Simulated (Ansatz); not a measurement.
`N/C=C/CBr`, charge 0, multiplicity 1.

**Question.** Give a relaxed structure at PBE0-D4/def2-TZVP (Ansatz 0.2.0). (An estimate is asked.)

**Answer.** The calculation gave: 
Z-matrix (Å, degrees):
```
C
Br 1 1.998
C 1 1.464 2 112.6
H 1 1.088 2 104.3 3 122.7
H 1 1.087 2 102.5 3 -122.8
C 3 1.339 1 121.9 2 106.9
H 3 1.086 1 117.8 2 -72.1
N 6 1.370 3 126.6 1 176.3
H 6 1.087 3 119.3 1 -0.2
H 8 1.007 6 117.1 3 17.3
H 8 1.005 6 117.0 3 157.8
```
This is one stationary point; other conformers may exist.
